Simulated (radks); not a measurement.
Results of a calculation; reference values are marked as such.
Q: The iodine ion I11+ is in [Kr] 4d(3/2: 4, 5/2: 2). Code: a radial shooting solver on a logarithmic mesh with Libxc functionals. Model: Dirac Kohn-Sham, BLYP, spin-unpolarised, spherical densities, finite nucleus; Fermi nuclear charge, rms radius of each element as measured or else 0.836 A^(1/3) + 0.57 fm. Sub-shells are occupied by j as written (lower j first in brackets). One electron is removed from 4p3/2, 4d5/2, 4p1/2, 4d3/2 in turn, with full relaxation. Which removal costs least, and what does each cost?

A: 4d5/2 250.24 eV; 4d3/2 252.50 eV; 4p3/2 330.13 eV; 4p1/2 342.64 eV. The 4d5/2 electron leaves first.
